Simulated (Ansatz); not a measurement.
Reaction (substitution at a C–C bond): `CCCCC(=O)OC(C)C` + CH₃OH → `CCCOC` + `CC(=O)OC(C)C`

Calculated with Ansatz (gas phase, PBE0-D4/def2-TZVP geometries, no zero-point term in ΔE). CCSD(T)/CBS is the MP2 limit (def2-TZVPP, def2-QZVPP) plus CCSD(T) − MP2 in def2-TZVPP, frozen cores. This one scheme is used for every species. DFT in def2-TZVPP. One conformer a species, not always the lowest.

| species | BHLYP energy (Eh) |
| --- | --- |
| `CCCCC(=O)OC(C)C` | -464.86679 |
| CH₃OH | -115.70722 |
| `CCCOC` | -233.60612 |
| `CC(=O)OC(C)C` | -346.96267 |

**Question.** Work out ΔE.

**Answer.** ΔE = (-233.60612) + (-346.96267) − (-464.86679) − (-115.70722) = 0.00522 Eh = +0.14 eV. CCSD(T)/CBS gives +0.30 eV.

Largest T1 diagnostic among the species: 0.013.

At CCSD(T), def2-SVP lies −0.06 eV from the extrapolated value and def2-TZVPP −0.02 eV. In def2-TZVPP, CCSD(T) changes the Hartree–Fock value by +0.17 eV (the triples alone add +0.02 eV) and MP2 by +0.22 eV.
